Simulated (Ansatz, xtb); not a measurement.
Relative energy of two isomers of C3H4N2O3S

Structure a is `O=S(=O)(O)c1cn[nH]c1`, a singlet and structure b is `O=S(=O)(O)c1ncc[nH]1`, a singlet. Both are isolated molecules in the gas phase, relaxed with PBE-D3(BJ)/def2-SVP; the shapes shown needn't be the lowest conformers.

a (Å):

```xyz
13

C     0.3556    0.3870   -0.1944
C     1.2792    1.4308    0.0892
C     0.0253   -0.1662    1.0431
N     1.5054    1.5197    1.4033
N     0.7423    0.5494    1.9472
O    -0.1018    0.9886   -2.7041
O    -1.5257   -0.8384   -1.5383
O     0.8267   -1.3021   -2.2058
S    -0.2629   -0.1290   -1.7572
H     1.4668   -0.8545   -2.7999
H     1.7625    2.1172   -0.6160
H     0.7432    0.4316    2.9621
H    -0.6558   -0.9809    1.3102
```

b (Å):

```yaml
atoms:
  - { symbol: C, position_ang: [0.5598, 0.0355, -0.2931] }
  - { symbol: C, position_ang: [2.1219, 1.0692, 0.7258] }
  - { symbol: C, position_ang: [1.0402, 1.0393, 1.6041] }
  - { symbol: N, position_ang: [1.8066, 0.4413, -0.4534] }
  - { symbol: N, position_ang: [0.0440, 0.3761, 0.9293] }
  - { symbol: O, position_ang: [0.3240, -1.8776, -2.1282] }
  - { symbol: O, position_ang: [-1.7403, -1.0297, -0.8101] }
  - { symbol: O, position_ang: [-0.7321, 0.3696, -2.6015] }
  - { symbol: S, position_ang: [-0.4514, -0.8134, -1.4812] }
  - { symbol: H, position_ang: [0.0380, 0.3529, -3.2118] }
  - { symbol: H, position_ang: [3.1105, 1.5135, 0.8953] }
  - { symbol: H, position_ang: [0.9046, 1.4173, 2.6226] }
  - { symbol: H, position_ang: [-0.9047, 0.1507, 1.2394] }
```

Task: Which of the two would you expect CCSD(T)/def2-SVP + ΔMP2/def2-TZVPP electronic energies to favour?

Result: Structure b; the calculation gives E(b) − E(a) = −0.393 eV.

Level by level:

```csv
level,geometry,E(b) − E(a) (eV),departure from the last row (eV),"job, with rough time for the two"
GFN2-xTB,GFN2-xTB,−0.466,−0.072,"optimisation, 0.67 s"
HF/STO-3G,GFN2-xTB,−0.145,+0.248,"single point, 0.54 s"
r2SCAN-D4/def2-SVP,GFN2-xTB,−0.427,−0.034,"single point, 5.3 s"
PBE-D3(BJ)/def2-SVP,PBE-D3(BJ)/def2-SVP,−0.407,−0.014,"optimisation, 61 s"
HF/def2-SVP,PBE-D3(BJ)/def2-SVP,−0.410,−0.017,part of the CCSD(T) run
MP2/def2-SVP,PBE-D3(BJ)/def2-SVP,−0.465,−0.072,part of the CCSD(T) run
CCSD(T)/def2-SVP,PBE-D3(BJ)/def2-SVP,−0.414,−0.020,single point
CCSD(T)/def2-SVP + ΔMP2/def2-TZVPP,PBE-D3(BJ)/def2-SVP,−0.393,,"single point, 2.5 min"
```

As drawn, b has 2 C∷N in place of 1 C∷C, 1 N∷N (∷ is an aromatic bond).

The levels shown agree on the order. The largest departure from CCSD(T)/def2-SVP + ΔMP2/def2-TZVPP is that of HF/STO-3G, 0.248 eV. The last row adds to CCSD(T) the change of the MP2 difference between the two basis sets, here +0.020 eV.

With thermal terms from frequencies at re-optimised GFN2-xTB minima (ideal gas, soft modes damped towards free rotors, one conformer each, 298.15 K, 1 atm): the zero-point term adds +0.003 eV; ΔH is −0.395 and ΔG −0.382 eV.

The correlated steps freeze 13 core orbitals. Programs: Ansatz 0.2.0, xtb 6.7.1; the last row on 4 threads of Arm Neoverse V1 on a shared host.
